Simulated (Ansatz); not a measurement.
Correlation energies of CH5ClSSi, SMILES `S[SiH2]CCl` by basis set

```xyz
9

S     2.093    0.457    0.909
Si    0.496   -0.622   -0.019
C    -1.108    0.357    0.036
Cl   -2.382   -0.626   -0.740
H     2.205    1.358   -0.081
H     0.343   -1.859    0.779
H     0.813   -0.933   -1.434
H    -1.038    1.300   -0.507
H    -1.420    0.568    1.058
```

Total charge 0; spin multiplicity 1. All single points use the PBE0-D4/def2-TZVP geometry. It is one conformer, not always the lowest. Frozen core, restricted reference, Ansatz 0.2.0. CBS rows extrapolate triple and quadruple zeta; past MP2 they add the triple-zeta difference.

```json
{"basis": "def2-SVP", "HF (Eh)": "-1186.37834", "MP2 corr.": "-0.50558", "CCSD corr.": "-0.56371", "(T)": "-0.01508", "CCSD(T) total": "-1186.95713"}
{"basis": "def2-TZVPP", "HF (Eh)": "-1186.82668", "MP2 corr.": "-0.66626", "CCSD corr.": "-0.72639", "(T)": "-0.03090", "CCSD(T) total": "-1187.58397"}
{"basis": "def2-QZVPP", "HF (Eh)": "-1186.86171", "MP2 corr.": "-0.72263", "CCSD corr.": "–", "(T)": "–", "CCSD(T) total": "–"}
{"basis": "CBS(def2)", "HF (Eh)": "-1186.86653", "MP2 corr.": "-0.76439", "CCSD corr.": "-0.82452", "(T)": "as TZ", "CCSD(T) total": "-1187.72195"}
```
